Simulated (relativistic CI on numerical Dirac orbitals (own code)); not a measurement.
**Ligand-field terms of d5**

Computed with a parametric ligand-field model of a d^n configuration (Racah B and C, spin-orbit zeta, crystal field), exact diagonalisation.

Field parameters in Wybourne normalisation: Oh B⁴₀ = 21Dq, B⁴₄ = √(5/14) B⁴₀; Td as Oh with Dq negative (B⁴₀ = 21Dq, B⁴₄ = √(5/14) B⁴₀). The field is a parameter set, without covalency.

**Question.** Lowest levels for B = 720, C = 3720, ζ = 240 cm⁻¹, Td, 10Dq = -8150 cm⁻¹?

**Answer.** Γ7+Γ8 0 (S 2.50), Γ6 20222 (S 1.50), Γ8 20245 (S 1.50), Γ7 20286 (S 1.50), Γ8 20294 (S 1.50), Γ6 23578 (S 1.50), Γ8 23581 (S 1.50), Γ8 23628 (S 1.50), Γ7 23666 (S 1.50) cm⁻¹, with S from ⟨S²⟩ = S(S + 1). The ground level has 2.00 electrons in the cubic e pair.

**Question.** Lowest levels for B = 410, C = 1890, ζ = 190 cm⁻¹, Oh, 10Dq = 37450 cm⁻¹?

**Answer.** Γ7 0 (S 0.50), Γ8 314 (S 0.50), Γ8 28463 (S 1.50), Γ7 28470 (S 1.50), Γ8 28539 (S 1.50), Γ6 28583 (S 1.50), Γ6 31668 (S 1.50), Γ8 31671 (S 1.50), Γ8 31736 (S 1.50) cm⁻¹, with S from ⟨S²⟩ = S(S + 1). The ground level has 0.01 electrons in the cubic e pair.

**Question.** Lowest levels for B = 540, C = 2220, ζ = 260 cm⁻¹, Oh, 10Dq = 20650 cm⁻¹?

**Answer.** Γ7 0 (S 0.50), Γ8 457 (S 0.50), Γ8 10333 (S 1.53), Γ7 10351 (S 1.53), Γ8 10473 (S 1.50), Γ6 10525 (S 1.50), Γ8 12719 (S 2.48), Γ7 12720 (S 2.48), Γ6 14422 (S 1.50) cm⁻¹, with S from ⟨S²⟩ = S(S + 1). The ground level has 0.05 electrons in the cubic e pair.

**Question.** Lowest levels for B = 380, C = 1470, ζ = 1750 cm⁻¹, Oh, 10Dq = 28200 cm⁻¹?

**Answer.** Γ7 0 (S 0.53), Γ8 3096 (S 0.52), Γ8 21950 (S 1.48), Γ7 22713 (S 1.51), Γ8 23204 (S 1.49), Γ6 23721 (S 1.49), Γ6 25786 (S 1.47), Γ8 25979 (S 1.44), Γ8 26226 (S 1.40) cm⁻¹, with S from ⟨S²⟩ = S(S + 1). The ground level has 0.05 electrons in the cubic e pair.

**Question.** Lowest levels for B = 410, C = 1710, ζ = 720 cm⁻¹, Td, 10Dq = -7250 cm⁻¹?

**Answer.** Γ7 0 (S 2.48), Γ8 1 (S 2.48), Γ8 5897 (S 1.06), Γ7 6299 (S 1.29), Γ6 6674 (S 1.50), Γ8 6772 (S 1.49), Γ8 7781 (S 1.17), Γ7 8725 (S 0.91), Γ6 9403 (S 1.49) cm⁻¹, with S from ⟨S²⟩ = S(S + 1). The ground level has 2.02 electrons in the cubic e pair.
